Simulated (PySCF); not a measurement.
# How the method moves the HOMO and LUMO of C2H7BO

C₂H₇BO.
Cartesian coordinates in Å at the PBE0-D3(BJ)/def2-SVP level; atoms count from 1:
```xyz
11
C2H7BO angstrom
B      1.5465    1.1818   -0.3968
C      0.4574    0.3476    0.3288
O     -0.3645   -0.4058   -0.5077
C     -1.3675   -1.0960    0.1649
H      1.6258    1.2276   -1.6003
H      2.3133    1.8216    0.2862
H     -0.1286    1.0907    0.9293
H      0.9439   -0.2792    1.1139
H     -0.9571   -1.8148    0.9035
H     -2.0532   -0.4129    0.7075
H     -1.9529   -1.6571   -0.5774
```

The species is `BCOC` (C2H7BO).

Basis pcSseg-2 throughout (PySCF), one geometry. The structure is a single PBE0-D3(BJ)/def2-SVP conformer in the gas phase; no vibrational or solvent corrections.

Problem. How do the orbital energies, the gap and the dipole change with the method?

Solution. 
```csv
method,kind,HOMO (eV),LUMO (eV),gap (eV),μ (D),SCF cycles
BLYP,GGA,-5.96,-2.31,3.65,1.48,14
OPBE,GGA,-6.00,-2.22,3.78,1.49,14
PBE,GGA,-6.04,-2.44,3.60,1.50,14
B97-D,GGA,-6.07,-2.21,3.86,1.48,14
BP86,GGA,-6.14,-2.47,3.67,1.51,14
LDA,LDA,-6.15,-2.71,3.44,1.60,14
KT2,GGA,-6.19,-2.43,3.77,1.45,14
KT3,GGA,-6.22,-2.34,3.88,1.43,14
B97-2,global hybrid,-7.31,-1.36,5.95,1.52,12
B3LYP,global hybrid,-7.35,-1.64,5.71,1.52,13
PBE0,global hybrid,-7.58,-1.39,6.19,1.54,12
mPW1PW91,global hybrid,-7.61,-1.38,6.23,1.54,12
CAM-B3LYP,range-separated hybrid,-9.02,-0.32,8.70,1.57,12
BHandHLYP,global hybrid,-9.10,-0.36,8.74,1.56,12
wB97X-D,range-separated hybrid,-9.48,0.53,10.01,1.55,13
LC-wPBE,range-separated hybrid,-10.31,0.92,11.22,1.61,12
HF,Hartree–Fock,-11.53,1.93,13.46,1.58,9
```

The HOMO spans 5.57 eV, from BLYP down to HF, and the gap runs from 3.44 eV (LDA) to 13.46 eV (HF). Over the methods BLYP (0 %), OPBE (0 %), PBE (0 %), B97-D (0 %), BP86 (0 %), LDA (0 %), KT2 (0 %), KT3 (0 %), B97-2 (21 %), B3LYP (20 %), PBE0 (25 %), mPW1PW91 (25 %), BHandHLYP (50 %), HF (100 %), a straight line through the gap against the share of exact exchange rises by 0.98 eV for each 10 % (correlation coefficient 0.999). The dipole ranges from 1.43 D (KT3) to 1.61 D (LC-wPBE). This basis has no diffuse functions.
